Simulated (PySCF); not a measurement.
## Orbital picture of GeSe⁺

TPSS at R = 2.296 Å; Ge def2-TZVPPD, Se def2-TZVPPD; no relativity (PySCF 2.14). State: ²Π (doublet), unpaired electrons π ↑. Only the outer orbitals are listed, counted within each symmetry.

```tsv
spin	orbital	occ.	ε (eV)	on Ge (%)	main shells (%)
α	13σ	1	-24.30	8	89 Se s
α	14σ	1	-18.46	76	76 Ge s, 13 Se s, 11 Se p
α	7π	1	-14.04	14	85 Se p, 12 Ge p
α	15σ	1	-13.39	47	52 Se p, 31 Ge p, 15 Ge s
α	7π	1	-13.11	19	80 Se p, 17 Ge p
α	8π	0	-9.98	87	87 Ge p, 12 Se p
α	8π	0	-9.61	82	82 Ge p, 17 Se p
α	16σ	0	-6.41	65	54 Ge p, 25 Se p, 8 Ge d
β	13σ	1	-23.49	13	84 Se s, 10 Ge s
β	14σ	1	-18.21	74	75 Ge s, 16 Se s, 10 Se p
β	15σ	1	-13.18	47	51 Se p, 34 Ge p, 13 Ge s
β	7π	1	-12.81	23	76 Se p, 21 Ge p
β	7π	0	-12.40	27	72 Se p, 25 Ge p
β	8π	0	-9.56	78	78 Ge p, 21 Se p
β	8π	0	-9.42	75	74 Ge p, 25 Se p
```

Which are the highest filled and the lowest empty level, where do they sit, and how wide is the gap?

Highest filled β 7π at -12.81 eV (in %: 76 Se p, 21 Ge p); lowest empty β 7π at -12.40 eV (in %: 72 Se p, 25 Ge p); the gap at TPSS is 0.41 eV. Both belong to one degenerate shell, split only by its one-sided filling, so this is no excitation gap.

The bond order (Mayer) is 1.60. The ⟨S²⟩ is 0.755 and the charge on Ge (Mulliken, basis-dependent) is 0.79. The charge on Ge (Löwdin, basis-dependent) is 0.69. The dipole moment (positive dipole points towards Se; it is taken about the centre of mass and depends on that origin) is -2.21 D.

Spin–orbit coupling is left out. The state was picked by a PBE0 search and need not be the measured ground state.
